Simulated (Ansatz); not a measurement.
C₂H₇ClSi, singlet: a single point away from equilibrium.

The input file, in.yaml:

```yaml
crystal:
  periodic: [false, false, false]
  atoms:
    - {symbol: C, position_ang: [0.038300, 1.433600, 0.127700]}
    - {symbol: C, position_ang: [-0.720200, 0.064100, 0.195600]}
    - {symbol: Si, position_ang: [0.517900, -1.148300, 0.026700]}
    - {symbol: Cl, position_ang: [-0.653300, -3.026500, -0.038800]}
    - {symbol: H, position_ang: [-0.481200, 2.324600, 0.034900]}
    - {symbol: H, position_ang: [0.553300, 1.500600, -0.753900]}
    - {symbol: H, position_ang: [0.741000, 1.299200, 0.787400]}
    - {symbol: H, position_ang: [-1.365600, 0.109300, 1.151100]}
    - {symbol: H, position_ang: [-1.390000, -0.014100, -0.791400]}
    - {symbol: H, position_ang: [0.950200, -1.294200, -1.462100]}
    - {symbol: H, position_ang: [1.396200, -1.223800, 1.150400]}
basis:
  gaussian: {orbitals: def2-TZVPP}
hamiltonian: {xc: pbe, dispersion: d4}
output: {forces: true}
```

Command:

```bash
ansatz run in.yaml --threads 8 --pin off --events-out ev --progress --plain --max-ram 10444MiB
```

Output of Ansatz 0.2.0:

```
Functional definition: PBE
  name "PBE"
  cite "Perdew, Burke & Ernzerhof, Phys. Rev. Lett. 77, 3865 (1996) doi:10.1103/PhysRevLett.77.3865"
  parent pbe
  parameter kappa = 0.804
  parameter beta = 0.06672455060314922
  exchange = pbe_x(kappa = kappa, mu = beta*pi^2/3)
  correlation = pbe_c(beta = beta)
1355 factors; their error is unknown
mean field evaluation 1: about -22565.0870 eV, gradient 7.3e1 eV
mean field evaluation 2: about -22540.5140 eV, gradient 1.2e2 eV
mean field evaluation 4: about -22577.1984 eV, gradient 9.2e0 eV
mean field evaluation 8: about -22577.3942 eV, gradient 1.5e-1 eV
mean field evaluation 16: about -22577.3540 eV, gradient 6.7e-4 eV
mean field -22577.35402275 eV, -829.7024568557 hartree, gradient 1.7e-5 eV, S^2 0.000000; 0 other end points of the search recorded, 0 dependent functions left out
the calculation of the forces begins
reference -22577.35406674 eV, -829.7024584723 hartree; 25, 25 occupied and 219, 219 virtual orbitals, 1355 factors
Total energy: -22577.58239217 eV, -829.7108492771 hartree
Atom 0 at     0.038300     1.433600     0.127700 Å, force    -3.334261    -2.237893    -2.245194 eV/Å
Atom 1 at    -0.720200     0.064100     0.195600 Å, force    -3.767856     3.423410    -0.946338 eV/Å
Atom 2 at     0.517900    -1.148300     0.026700 Å, force    -0.781162    -4.105646    -2.246387 eV/Å
Atom 3 at    -0.653300    -3.026500    -0.038800 Å, force     0.770335     0.773278     0.344912 eV/Å
Atom 4 at    -0.481200     2.324600     0.034900 Å, force    -1.613223     1.847930     1.034489 eV/Å
Atom 5 at     0.553300     1.500600    -0.753900 Å, force     1.727378    -0.291263    -2.930578 eV/Å
Atom 6 at     0.741000     1.299200     0.787400 Å, force     3.917090     0.701501     4.456008 eV/Å
Atom 7 at    -1.365600     0.109300     1.151100 Å, force     0.711439    -0.595086    -1.418698 eV/Å
Atom 8 at    -1.390000    -0.014100    -0.791400 Å, force     0.848874    -0.045568     2.141791 eV/Å
Atom 9 at     0.950200    -1.294200    -1.462100 Å, force     0.396343     0.561791     1.127191 eV/Å
Atom 10 at     1.396200    -1.223800     1.150400 Å, force     1.125043    -0.032454     0.682804 eV/Å
Dipole moment:     0.201834     0.685105     0.038654 e Å
```

The lines “mean field evaluation” count trial sets of orbitals through the whole run, from several starts and some on an approximate energy, so they need not fall steadily or lie above the final value.

The run took about 2.3 s on 8 CPU threads (shared host).
